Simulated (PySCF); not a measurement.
C₃H₁₀Si, triplet, at the geometry of the source list (a higher spin typed on purpose: for a closed-shell molecule this is an excited state); DF-MN15/pcseg-1 run with PySCF.

The PySCF input:
```python
from pyscf import gto, scf, dft

mol = gto.M(
    atom='''
Si    0.06090000    0.22490000    0.46560000
C    -0.93200000    1.38420000   -0.67160000
C     1.76960000   -0.11080000   -0.30300000
C    -0.87690000   -1.41820000    0.67490000
H     0.23360000    0.86220000    1.78490000
H    -1.08030000    0.94810000   -1.65580000
H    -1.91320000    1.59710000   -0.25810000
H    -0.42270000    2.33340000   -0.80880000
H     2.36230000   -0.76890000    0.32530000
H     1.68360000   -0.58130000   -1.27870000
H     2.33130000    0.80940000   -0.43310000
H    -1.02380000   -1.91880000   -0.27830000
H    -1.85700000   -1.25970000    1.11460000
H    -0.33550000   -2.10170000    1.32220000
''',
    basis='pcseg-1',
    spin=2,
    verbose=4,
)

mf = dft.UKS(mol)
mf.xc = 'mn15'
mf.grids.radi_method = dft.radi.delley
mf = mf.density_fit(auxbasis='def2-universal-jkfit')
mf.kernel()
```

It wrote (shortened):

```
PySCF version 2.14.0

[INPUT] verbose = 4
[INPUT] num. atoms = 14
[INPUT] num. electrons = 42
[INPUT] charge = 0
[INPUT] spin (= nelec alpha-beta = 2S) = 2
[INPUT] symmetry False subgroup None
[INPUT] Mole.unit = angstrom
[INPUT] Symbol           X                Y                Z      unit          X                Y                Z       unit  Magmom
[...]
nuclear repulsion = 173.75859716049
number of shells = 32
number of NR pGTOs = 189
number of NR cGTOs = 110
basis = pcseg-1
ecp = {}

******** <class 'pyscf.df.df_jk.DFUKS'> ********
method = DFUKS
initial guess = minao
damping factor = 0
level_shift factor = 0
DIIS = <class 'pyscf.scf.diis.CDIIS'>
diis_start_cycle = 1
diis_space = 8
diis_damp = 0
SCF conv_tol = 1e-09
SCF conv_tol_grad = None
SCF max_cycles = 50
direct_scf = False
number electrons alpha = 22  beta = 20
XC library pyscf.dft.libxc version 7.1.2
    S. Lehtola, C. Steigemann, M. J. T. Oliveira, and M. A. L. Marques,  SoftwareX 7, 1–5 (2018)
XC functionals = mn15
    H. S. Yu, X. He, S. L. Li, and D. G. Truhlar,  Chem. Sci. 7, 5032–5051 (2016)
    H. S. Yu, X. He, S. L. Li, and D. G. Truhlar,  Chem. Sci. 7, 5032–5051 (2016)
radial grids: B. Delley radial grids. Ref. JCP 104, 9848 (1996); DOI:10.1063/1.471749. log2 algorithm
becke partition: Becke, JCP 88, 2547 (1988); DOI:10.1063/1.454033
pruning grids: <function nwchem_prune>
grids dens level: 3
symmetrized grids: False
atomic radii adjust function: <function treutler_atomic_radii_adjust>
small_rho_cutoff = 0
Set gradient conv threshold to 3.16228e-05
tot grids = 172552
******** <class 'pyscf.df.df.DF'> ********
auxbasis = def2-universal-jkfit
init E= -409.545836432577

cycle= 1 E= -409.185306898926  delta_E= 0.361  |g|= 0.244  |ddm|= 4.77

cycle= 2 E= -409.177146929462  delta_E= 0.00816  |g|= 0.279  |ddm|= 1.83

cycle= 3 E= -409.224117147139  delta_E= -0.047  |g|= 0.0542  |ddm|= 0.786

cycle= 4 E= -409.226752883627  delta_E= -0.00264  |g|= 0.0258  |ddm|= 0.548

cycle= 5 E= -409.228267279379  delta_E= -0.00151  |g|= 0.0154  |ddm|= 0.45

cycle= 6 E= -409.229075385881  delta_E= -0.000808  |g|= 0.0102  |ddm|= 0.293

cycle= 7 E= -409.230173619456  delta_E= -0.0011  |g|= 0.0104  |ddm|= 0.434

cycle= 8 E= -409.230410396163  delta_E= -0.000237  |g|= 0.0104  |ddm|= 0.0944

cycle= 9 E= -409.231472448594  delta_E= -0.00106  |g|= 0.0106  |ddm|= 0.424

cycle= 10 E= -409.23128166722  delta_E= 0.000191  |g|= 0.0106  |ddm|= 0.0769

[...]

cycle= 13 E= -409.231233760138  delta_E= -0.000546  |g|= 0.00776  |ddm|= 0.853

cycle= 14 E= -409.23134514342  delta_E= -0.000111  |g|= 0.00734  |ddm|= 0.822

cycle= 15 E= -409.230921806333  delta_E= 0.000423  |g|= 0.00991  |ddm|= 0.408

cycle= 16 E= -409.231666460295  delta_E= -0.000745  |g|= 0.00661  |ddm|= 0.986

cycle= 17 E= -409.231838123343  delta_E= -0.000172  |g|= 0.00448  |ddm|= 0.331

cycle= 18 E= -409.231854363826  delta_E= -1.62e-05  |g|= 0.00226  |ddm|= 0.0838

cycle= 19 E= -409.231899693832  delta_E= -4.53e-05  |g|= 0.00235  |ddm|= 0.128

cycle= 20 E= -409.231930113265  delta_E= -3.04e-05  |g|= 0.0011  |ddm|= 0.12

cycle= 21 E= -409.231942465398  delta_E= -1.24e-05  |g|= 0.00101  |ddm|= 0.055

cycle= 22 E= -409.231963608903  delta_E= -2.11e-05  |g|= 0.000655  |ddm|= 0.0823

cycle= 23 E= -409.231973380149  delta_E= -9.77e-06  |g|= 0.000624  |ddm|= 0.0322

cycle= 24 E= -409.231982556107  delta_E= -9.18e-06  |g|= 0.000571  |ddm|= 0.0325

cycle= 25 E= -409.231986963529  delta_E= -4.41e-06  |g|= 0.000532  |ddm|= 0.0136

cycle= 26 E= -409.232000417712  delta_E= -1.35e-05  |g|= 0.000597  |ddm|= 0.0456

cycle= 27 E= -409.232001332105  delta_E= -9.14e-07  |g|= 0.000562  |ddm|= 0.00552

cycle= 28 E= -409.232005745082  delta_E= -4.41e-06  |g|= 0.000572  |ddm|= 0.0149

cycle= 29 E= -409.232007560954  delta_E= -1.82e-06  |g|= 0.00059  |ddm|= 0.00866

cycle= 30 E= -409.232006605398  delta_E= 9.56e-07  |g|= 0.000577  |ddm|= 0.00643

cycle= 31 E= -409.232000433735  delta_E= 6.17e-06  |g|= 0.000462  |ddm|= 0.0508

cycle= 32 E= -409.232009864804  delta_E= -9.43e-06  |g|= 0.000367  |ddm|= 0.0376

cycle= 33 E= -409.232014890503  delta_E= -5.03e-06  |g|= 0.000255  |ddm|= 0.0225

cycle= 34 E= -409.232016963885  delta_E= -2.07e-06  |g|= 0.000228  |ddm|= 0.0182

cycle= 35 E= -409.232017843852  delta_E= -8.8e-07  |g|= 0.000122  |ddm|= 0.0191

cycle= 36 E= -409.232018028608  delta_E= -1.85e-07  |g|= 6.05e-05  |ddm|= 0.00951

cycle= 37 E= -409.232018087218  delta_E= -5.86e-08  |g|= 3.03e-05  |ddm|= 0.00346

cycle= 38 E= -409.23201809406  delta_E= -6.84e-09  |g|= 2.11e-05  |ddm|= 0.0026

cycle= 39 E= -409.232018097719  delta_E= -3.66e-09  |g|= 1.44e-05  |ddm|= 0.000608

cycle= 40 E= -409.23201809731  delta_E= 4.09e-10  |g|= 4.66e-06  |ddm|= 0.000612

Extra cycle  E= -409.232018097429  delta_E= -1.19e-10  |g|= 5e-06  |ddm|= 0.000129
converged SCF energy = -409.232018097429  <S^2> = 2.0043083  2S+1 = 3.0028708
```
